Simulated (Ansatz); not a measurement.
```yaml
crystal:
  periodic: [false, false, false]
  atoms:
    - {symbol: C, position_ang: [-0.536457, -1.854366, -1.585461]}
    - {symbol: C, position_ang: [0.303577, -1.780707, -0.470227]}
    - {symbol: N, position_ang: [-0.079262, -0.867900, 0.431307]}
    - {symbol: Si, position_ang: [-0.903908, -1.333250, 1.720130]}
    - {symbol: C, position_ang: [0.177029, 0.367556, 0.213493]}
    - {symbol: C, position_ang: [0.837343, 0.769236, -0.816853]}
    - {symbol: C, position_ang: [1.089337, 2.006973, -0.988110]}
    - {symbol: C, position_ang: [0.694073, 2.883487, -0.152106]}
    - {symbol: C, position_ang: [0.034615, 2.496632, 0.869674]}
    - {symbol: C, position_ang: [-0.221292, 1.264429, 1.050225]}
    - {symbol: H, position_ang: [-0.614637, -0.965988, -2.046591]}
    - {symbol: H, position_ang: [-1.460331, -2.140400, -1.311702]}
    - {symbol: H, position_ang: [-0.185670, -2.523883, -2.248664]}
    - {symbol: H, position_ang: [1.252706, -1.593089, -0.750740]}
    - {symbol: H, position_ang: [0.326364, -2.675254, -0.013328]}
    - {symbol: H, position_ang: [-2.162872, -0.796545, 1.758349]}
    - {symbol: H, position_ang: [-0.272528, -0.986145, 2.883977]}
    - {symbol: H, position_ang: [-0.992746, -2.691979, 1.630288]}
    - {symbol: H, position_ang: [1.158957, 0.119087, -1.497382]}
    - {symbol: H, position_ang: [1.603710, 2.285402, -1.796433]}
    - {symbol: H, position_ang: [0.892732, 3.849427, -0.294036]}
    - {symbol: H, position_ang: [-0.288131, 3.161707, 1.539391]}
    - {symbol: H, position_ang: [-0.739920, 0.999036, 1.861183]}
basis:
  gaussian: {orbitals: def2-TZVPP, final_grid: {core_spheres: 5, valence_spheres: 4, degree: 11}}
magnetization: {spin_polarized: true, initial_magnetization: 2}
hamiltonian: {xc: {name: wB97M-V}, dispersion: d4}
output: {forces: true}
```

```sh
$ ansatz run in.yaml --threads 4 --pin off --events-out ev --progress --plain --max-ram 66560MiB --backend cuda --devices 0, --max-vram 37GiB
```

(1) How does Ansatz answer? (Estimate.)

## Answers

(1) The calculation gave: The program refused the input.
```
Error: invalid value for `hamiltonian.dispersion`: no damping is tabulated for this functional; type it, or the functional that lends it
```
